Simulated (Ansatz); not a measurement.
**Match the barriers**

Saddle point of GeNH5, singlet (GeNH₅ ([NH2][GeH3]) → GeNH₃ ([NH][GeH2]) + H₂; bonds formed: H2–H4; bonds broken: Ge1–H2, N3–H4), PBE0-D4/def2-TZVP structure:

```
7
angstrom
Ge -0.6078 -0.1593 0.0997
H 0.6963 0.8013 1.1160
N 0.5055 0.0799 -1.2514
H 0.9609 0.6133 0.2075
H -1.7520 0.8438 0.3235
H -0.7565 -1.3866 1.0310
H 0.9538 -0.7924 -1.5262
```

Ansatz 0.2.0; basis: def2-TZVPP, with def2-QZVPP for the basis limit; cores frozen in the correlated methods. Filled d shells of the heavier atoms are correlated. The def2 sets are not built for correlating such inner shells, so the correlated values are less sure here. Extrapolation: Hartree–Fock as exp(−7.88 √X), correlation as X^−2.97. Four methods, as single points on the PBE0-D4 structures, gave these electronic barriers from the start structure: 348.1, 372.3, 378.8, 445.5 kJ/mol.

The methods were, in alphabetical order, BLYP-D4, HF, MP2, PBE0-D4. Which gave which? (Judge from chemistry; the calculation decides.)

By the calculation: BLYP-D4 348.1; PBE0-D4 372.3; MP2 378.8; HF 445.5 kJ/mol. For comparison, CCSD(T) at an estimated basis limit (MP2 extrapolated from triple and quadruple zeta, plus CCSD(T) − MP2 in triple zeta) gives 378.4 kJ/mol.

The T1 diagnostic stays at or below 0.018. The restricted Hartree–Fock reference is unstable towards an unrestricted one at one or more of these structures.

Labels in which every atom is bracketed show which atoms are joined, not bond orders.

For scale, one of the runs: CCSD(T)/def2-TZVPP, 149 basis functions, launched by `ansatz run in.yaml --threads 2 --pin off --events-out ev --progress --plain --max-ram 4352MiB`. The run took 24 s on 2 CPU threads of an Arm Neoverse V1 (shared host), with 0.95 GiB of host memory at its peak.
